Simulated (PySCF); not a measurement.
Computed IR spectrum (relative IR intensity) of a molecule C2H7BFNO. Geometry optimised at PBE-D3(BJ)/def2-SVP. The values are those of a single conformer. Computed with PBE-D3(BJ)/def2-SVP run with PySCF. No scaling factor is applied to the harmonic values.

Lines under 2 % of the strongest are left out, and lines within 2 cm⁻¹ are merged.

```csv
ν (cm⁻¹),relative intensity
409,23
626,9.1
925,36
1013,3.1
1198,41
1232,4.8
1369,16
1403,25
1412,40
1416,3.1
1422,31
1530,100
2913,16
2921,23
2965,22
3043,9.9
3778,9.8
```

Question: Pick the molecule that these values belong to.
A) CCNB(O)F
B) COB(N)CF
C) COCB(N)F
D) CN(C)B(O)F

Answer: D, CN(C)B(O)F
